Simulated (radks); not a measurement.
Question: All-electron atom: Hg27+ in [Kr] 4d10 4f7. Method: Dirac Kohn-Sham, PBE, spin-unpolarised, spherical densities, point nucleus; open shells are shared between the two j in proportion to 2j + 1; computed with a radial shooting solver on a logarithmic mesh with Libxc functionals. Some entries of the table are withheld. Estimate them.

orbital  occ.  eigenvalue (hartree)  <1/r> (bohr^-1)  <r> (bohr)
1s1/2       2             -3084.063              (1)     0.01658
2s1/2       2             -572.4589            24.05     0.06923
2p1/2       2             -550.4442            23.99     0.05692
2p3/2       4             -478.8483            19.41     0.06560
3s1/2       2             -160.0581            8.841      0.1797
3p1/2       2             -150.1962            8.747      0.1701
3p3/2       4             -134.2637            7.558      0.1858
3d3/2       4             -118.0176              (2)      0.1617
3d5/2       6             -114.6043              (3)      0.1664
4s1/2       2             -58.06520            3.877      0.3870
4p1/2       2             -53.80206              (4)      0.3867
4p3/2       4             -49.58556              (5)      0.4156
4d3/2       4             -42.62735            3.222      0.4129
4d5/2       6             -41.79291            3.133      0.4215
4f5/2       3             -32.94776            2.895      0.4060
4f7/2       4             -32.73587            2.863      0.4097

Answer: 
(1) 1s1/2 <1/r> (bohr^-1): 97.68
(2) 3d3/2 <1/r> (bohr^-1): 7.451
(3) 3d5/2 <1/r> (bohr^-1): 7.182
(4) 4p1/2 <1/r> (bohr^-1): 3.780
(5) 4p3/2 <1/r> (bohr^-1): 3.381
